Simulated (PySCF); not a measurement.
**Working out the ionisation energy of Kr**

Kr [Kr] (1S) → Kr⁺ [Ar] 3d10 4s2 4p5 (2P). All numbers are calculated (PySCF 2.14, scalar relativity by spin-free X2C-1e, in x2c-TZVPPall (6s5p4d1f, 48 functions)). Frozen: [Ne]. Energies in hartree (1 hartree = 27.21139 eV):

| part | Kr (lower) | Kr⁺ (upper) |
| --- | --- | --- |
| UHF | -2788.179266 | -2787.699412 |
| MP2 opposite-spin | -0.242142 | -0.218531 |
| MP2 same-spin | -0.110480 | -0.097711 |

**Question.** What does Hartree-Fock give?

**Answer.** (-2787.699412) − (-2788.179266) = 0.479854 hartree = 13.057 eV.

**Question.** What do MP2 and SCS-MP2 (6/5 opposite-spin, 1/3 same-spin) give?

**Answer.** The opposite-spin parts differ by 0.642 eV and the same-spin parts by 0.347 eV. MP2: 13.057 + (0.642) + (0.347) = 14.046 eV. SCS-MP2: 13.057 + 1.2 × (0.642) + (0.347)/3 = 13.943 eV.

Measured between the centres of the two terms (NIST): 14.222 eV, so MP2 (valence and next inner shell) is off by -0.176 eV.

What remains against the reference includes basis incompleteness, the frozen core and correlation beyond second order.
